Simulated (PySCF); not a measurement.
## SiBi⁻: frontier orbitals

RHF at R = 2.377 Å; basis Si def2-SVPD, Bi def2-SVPD with ECP60; scalar-relativistic core potentials; PySCF 2.14. State: ¹Σ⁺ (singlet), closed shell. Only the outer orbitals are listed, counted within each symmetry, core potentials removing the inner ones.

| orbital | occ. | ε (eV) | on Si (%) | main shells (%) |
| --- | --- | --- | --- | --- |
| 7σ | 2 | -14.63 | 28 | 70 Bi s, 23 Si s |
| 8σ | 2 | -8.47 | 67 | 64 Si s, 20 Bi s, 13 Bi p |
| 9σ | 2 | -2.68 | 53 | 45 Si p, 41 Bi p |
| 4π | 2 | -1.94 | 34 | 64 Bi p, 33 Si p |
| 4π | 2 | -1.94 | 34 | 64 Bi p, 33 Si p |
| 5π | 0 | 5.74 | 54 | 38 Si p, 27 Bi d, 20 Bi p |
| 5π | 0 | 5.74 | 54 | 38 Si p, 27 Bi d, 20 Bi p |

Q: Which are the highest filled and the lowest empty level, where do they sit, and how wide is the gap?

A: Highest filled 4π at -1.94 eV (in %: 64 Bi p, 33 Si p); lowest empty 5π at 5.74 eV (in %: 38 Si p, 27 Bi d, 20 Bi p); the gap at RHF is 7.68 eV. An empty level above zero is unbound, and its energy depends on the basis.

| Item | Value |
| --- | --- |
| bond order (Mayer) | 2.84 |
| ⟨S²⟩ | 0.000 |
| charge on Si (Mulliken, basis-dependent) | -0.36 |
| charge on Si (Löwdin, basis-dependent) | -0.50 |
| dipole moment (positive dipole points towards Bi; it is taken about the centre of mass and depends on that origin) | 3.73 D |
| polarisability along the bond | 172.3 bohr³ |
| polarisability across the bond | 90.1 bohr³ |

Spin–orbit coupling is left out, which matters for elements this heavy, above all for dissociation energies.
